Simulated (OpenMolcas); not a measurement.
Ag5+ among 6 point charges of -1.7 e arranged as a trigonal antiprism (D3d), with a polar angle of 56.9° against the regular 54.74°.

* Program: OpenMolcas
* Method: SS-CASPT2, IPEA 0.25 Eh, imaginary shift 0.1 Eh (closed shells correlated: 4s 4p)
* Basis: ANO-RCC-VDZP [6s5p3d1f]
* Scalar Hamiltonian: DKH2, point nucleus
* Active space: 6 electrons in 5 orbitals (4d)
* State averaging: 2S+1 = 5 even, 5 roots; 2S+1 = 3 even, 45 roots; 2S+1 = 1 even, 50 roots
* Spin-orbit coupling: state interaction with AMFI integrals over the reference wave functions

All point charges move together. At R = 1.91 Å the first state of the same spin is 1260 cm-1, and at R = 2.09 Å it is 940 cm-1.

A third run gives 660 cm-1. What distance was it run at?

With a power law R^-n the two known points give n = -ln(940 / 1260) / ln(2.09 / 1.91) = 3.25. Then R = 1.91 × (1260 / 660)^(1/3.25) = 2.330 Å. The run was at 2.31 Å, so the estimate is off by +0.020 Å.

Roots that are degenerate in the reference are averaged as groups; the widest CASPT2 spread within a group is 86 cm-1 (the 2-fold group of multiplicity 1 near 85100 cm-1 above the lowest state of its run, R = 1.91). Shifts and gaps below about the spread of the groups concerned are not significant. Point charges give a weaker field than real ligands, and real ions of this kind are as a rule low spin; the high spin found here belongs to the model. Free-ion shares, where given, are those of the reference states; single-state CASPT2 does not remix them. Spin-orbit coupling mixes the spin-free states strongly: the lowest level takes only 65 % from its leading state, 5A1 (figures for R = 1.91; the like holds for R = 2.09, R = 2.31). The ground term spreads over less than 5000 cm-1, several times less than with real ligands, so orbital moments are less quenched and χT lies further from the spin-only value than at real sites (holds for R = 2.09; R = 2.31). Point charges carry no covalency, so the field is a model and not that of real ligands. No measured value stands beside these numbers.
